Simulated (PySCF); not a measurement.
## Telling isomers of C$_{4}$H$_{8}$N$_{2}$Si$_{2}$ apart by NMR

- shieldings: GIAO PBE0/pcSseg-1
- GFN2-xTB structure
- code: PySCF 2.14.0 with density-fitted response routines
- non-relativistic, one conformer, isolated molecule, rapidly exchanging positions averaged

Referencing at the same level of theory: TMS for ¹H (σref 31.72), ¹³C (σref 186.93). Where no couplings were computed, multiplicities follow the n + 1 count of equivalent neighbours, and m marks all less simple cases (inequivalent or close neighbours, rings, F or P nearby). Shifts are as computed. Against solution values, carbons near 30 ppm lie about +3 ppm off and those near 130 ppm about +5 ppm. Of 1309 compounds with measured shifts, 239 miss one by over three times the rms of a fit or turn the order of signals round; such compounds aren't used in these exercises. OH and NH positions are gas-phase values without hydrogen bonding to other molecules.

(1) Tabulate the signals of `CN[SiH2]C#C[SiH2]C#N`, `C=N[C@H]1[SiH2][C@@H](C#N)[SiH2]1`, `C[SiH2]C([SiH3])(C#N)C#N`, `C=N[SiH2][SiH2]/C=C/C#N` and their relative energies.

(2) What is the quickest way to tell CN[SiH2]C#C[SiH2]C#N from C=N[C@H]1[SiH2][C@@H](C#N)[SiH2]1?

(3) What is the quickest way to tell C=N[C@H]1[SiH2][C@@H](C#N)[SiH2]1 from C=N[SiH2][SiH2]/C=C/C#N?

(4) What is the quickest way to tell C[SiH2]C([SiH3])(C#N)C#N from C=N[SiH2][SiH2]/C=C/C#N?

Results:

(1) 
```tsv
SMILES	carbon types	δC	δH	E rel. (kcal/mol)
CN[SiH2]C#C[SiH2]C#N	3×C 1×CH3	124.2, 121.5, 104.3, 31.8	5.04 (s, 2H), 4.70 (s, 2H), 2.81 (s, 3H), -0.06 (br s, 1H)	7.1
C=N[C@H]1[SiH2][C@@H](C#N)[SiH2]1	1×C 2×CH 1×CH2	149.0, 123.6, 58.6, -5.3	7.38 (d, 1H), 6.78 (d, 1H), 5.11 (m, 2H), 5.07 (m, 2H), 4.07 (m, 1H), 1.78 (m, 1H)	11.2
C[SiH2]C([SiH3])(C#N)C#N	3×C 1×CH3	119.5, -5.5, -7.2	4.63 (q, 2H), 4.33 (s, 3H), 0.51 (t, 3H)	0.0
C=N[SiH2][SiH2]/C=C/C#N	1×C 2×CH 1×CH2	173.9, 159.0, 125.6, 122.7	8.71 (m, 1H), 8.70 (m, 1H), 7.11 (m, 1H), 5.97 (d, 1H), 5.36 (t, 2H), 4.28 (m, 2H)	16.4
```

Energies are electronic energies at PBE0/pcSseg-1 on these geometries, without zero-point or thermal terms, each for the one conformer computed, which needn't be the lowest.

(2) Both give the same number of carbon signals, but DEPT or the intensities differ. The first has a methyl carbon bonded to N (CH3) at 31.8 ppm, the second a C=N carbon (CH2) at 149.0 ppm. Their most deshielded carbons lie at 124.2 and 149.0 ppm. In the proton spectra the most deshielded non-exchanging signals are 5.04 (s, 2H) and 7.38 (d, 1H).

(3) Both give the same number of carbon signals, with the same numbers of each carbon type, so the positions decide. The first has an sp3 CH bonded to N and 2 Si at 58.6 ppm, the second an alkene CH at 159.0 ppm. Their most deshielded carbons lie at 149.0 and 173.9 ppm. In the proton spectra the most deshielded non-exchanging signals are 7.38 (d, 1H) and 8.71 (m, 1H).

(4) Count the carbon signals: 3 against 4. The first has a fully substituted sp3 carbon bonded to 2 Si, α to a nitrile (C) at -5.5 ppm, the second a C=N carbon (CH2) at 173.9 ppm. Their most deshielded carbons lie at 119.5 and 173.9 ppm. In the proton spectra the most deshielded non-exchanging signals are 4.63 (q, 2H) and 8.71 (m, 1H).
